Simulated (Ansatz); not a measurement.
`OC(C(F)F)C(F)F`. Charge 0, multiplicity 1.

```xyz
12

O     1.0944    1.2844    0.0797
C     0.0841    0.3823    0.4080
C    -1.1155    0.5638   -0.5098
F    -2.1310   -0.2412   -0.1057
F    -0.8023    0.2214   -1.7828
C     0.5786   -1.0590    0.4282
F     1.3546   -1.2581    1.5173
F     1.3531   -1.2870   -0.6645
H     1.5327    0.9663   -0.7177
H    -0.2531    0.6187    1.4214
H    -1.4635    1.6007   -0.5110
H    -0.2321   -1.7923    0.4367
```

Problem. What are the harmonic wavenumbers in cm⁻¹ at PBE0-D4/def2-TZVP (Ansatz, finite differences of forces, unscaled)? (An estimate is asked.)

Solution. Ansatz gave: 55, 99, 172, 220, 264, 322, 374, 437, 514, 575, 694, 782, 880, 998, 1122, 1124, 1148, 1183, 1189, 1286, 1323, 1373, 1388, 1403, 1418, 1448, 3093, 3103, 3109, 3826.

Problem. Is this a minimum?

Solution. Yes, all 30 modes are real.

Problem. Give the ideal-gas thermochemistry at 298.15 K and 1 bar (rigid rotor, harmonic oscillator; point group C1, symmetry number 1).

Solution. Zero-point energy 208.9 kJ/mol; H(298) − E = 232.0 kJ/mol; entropy 370.5 J/(mol·K), of which translation 169.8, rotation 118.8, vibration 82.0; G(298) − E = 121.5 kJ/mol. Modes under 100 cm⁻¹ are hindered rotations or soft bends, so the harmonic entropy is rough.

Problem. And at 400, 500, 600, 800 and 1000 K?

Solution. 
```csv
T (K),H − E (kJ/mol),S (J/mol/K),G − E (kJ/mol)
400,245.5,409.4,81.7
500,261.2,444.3,39.0
600,278.8,476.4,-7.0
800,318.4,533.2,-108.1
1000,362.2,582.0,-219.8
```
